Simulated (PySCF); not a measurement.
**Computed properties of Ga(H)(F)(OMe) (CH4FGaO), SMILES C[O][GaH][F]**

Ga(H)(F)(OMe) (CH₄FGaO), SMILES C[O][GaH][F]. Geometry optimised at B3LYP-D3(BJ)/def2-SVP. The structure was generated by enumeration; whether it is a known compound was not checked. Other conformers were not sampled. All values are computed for the isolated molecule unless a solvent is named; none is compared with measurement here.

**Structure.** The optimised structure has Cs symmetry. All 18 harmonic modes at B3LYP-D3(BJ)/def2-SVP (PySCF) are real, so it is a minimum. With heavy atoms numbered as in [GaH:1]([F:3])[O:4][CH3:5], the shortest bond between them is O4–C5 at 1.408 Å and the longest Ga1–O4 at 1.776 Å.

**Vibrations.** The strongest infrared lines (harmonic, unscaled, degenerate partners summed) lie at 1129 cm⁻¹ (182 km/mol, O 45 %, C 38 %, H 17 %), 581 cm⁻¹ (132 km/mol, H 87 %), 2971 cm⁻¹ (80 km/mol, H 97 %). The softest mode is at 89 cm⁻¹ and the zero-point energy is 31.5 kcal/mol.

**Electronic structure.** PBE0/def2-TZVP (PySCF) places the frontier levels at -8.22 and -0.97 eV, a gap of 7.25 eV, and gives a dipole moment of 3.06 D and a mean polarisability of 41.9 bohr³. PBE/def2-TZVP (PySCF) at the same geometry gives -6.72 and -1.74 eV, so its gap is 2.27 eV narrower. An orbital gap is neither the optical nor the fundamental gap.

**Excitations.** TDDFT-PBE0/def2-SVPD (PySCF) has S1 at 6.04 eV (205 nm, f = 0.003, weak); the most intense of the 10 singlets computed lies at 8.50 eV (f = 0.15). T1 (TDA) is at 5.43 eV. TDDFT-PBE/def2-SVPD (PySCF) puts S1 at 5.30 eV. No vertical singlet excitation falls in the visible range (under 3.1 eV).

**NMR.** GIAO shifts at PBE0/pcSseg-1 (PySCF) (non-relativistic, atoms alike by connectivity averaged): ¹³C at 58.7 ppm against TMS; ¹H from 4.3 to 5.7 ppm against TMS; ¹⁹F at -156.9 ppm against CFCl3.
